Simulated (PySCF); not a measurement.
## H₂CeS, singlet: data card

Level of theory: PySCF, PBE, basis Ce def2-SVP with ECP28, S def2-SVP, H def2-SVP (scalar-relativistic core potentials, no spin–orbit coupling, density fitting).

The structure is a saddle point with 1 imaginary mode.

Z-matrix (Å, degrees; charge 0 multiplicity 1):
```
Ce
S  1 2.3453
H  1 2.0507 2 122.99
H  1 2.0507 2 122.99 3 180.00
```

```json
{
 "Point group": "C2v",
 "Bond lengths": "Ce–H 2.051 Å (×2), Ce–S 2.345 Å",
 "Bond angles": "H–Ce–H 114.0°, H–Ce–S 123.0° (×2)",
 "Rotational constants": "2.827, 0.1139, 0.1095 cm⁻¹",
 "Principal quadrupole moments (Buckingham, traceless) about the centre of mass": "-10.08, -5.93, 16.01 D Å",
 "Principal polarisabilities": "35.5, 78.4, 97.3 bohr³",
 "Dipole moment": "1.75 D",
 "Lowest empty level": "-4.68 eV",
 "Highest occupied level": "-5.62 eV",
 "Zero-point energy (real modes)": "22.2 kJ/mol"
}
```

Harmonic modes (masses in u: Ce 139.905, S 31.972, H 1.008):
```tsv
symmetry	ω (cm⁻¹)	IR (km/mol)	type
b1	90i	–	bend
b2	209	92.8	bend
a1	416	1.1	bend
a1	469	226	bend
b2	1298	691	stretch
a1	1322	354	stretch
```

In C2v the vibrations span b1 + 2b2 + 3a1. Here b1 is antisymmetric to the molecular plane and b2 lies in it.

Charges (e):
```csv
atom,Mulliken,Löwdin,polar tensor,Mayer order to Ce1
Ce1,0.78,0.31,1.77,–
S2,-0.28,0.04,-0.76,2.45
"H3,4",-0.25,-0.17,-0.51,0.93
```

Mulliken populations on Ce1 (electrons outside its core potential): s 4.30, p 12.21, d 11.60, f 1.10.

Stability towards spin polarisation was not tested. Other isomers or separated fragments may lie lower.

The final relaxation and frequency run took 2.5 min on 2 threads of a shared Arm Neoverse N1 host, with 106 basis functions and 12 gradients; the process peaked at 1.5 GiB. Launch command: `OMP_NUM_THREADS=2 python axn.py task.json out`.
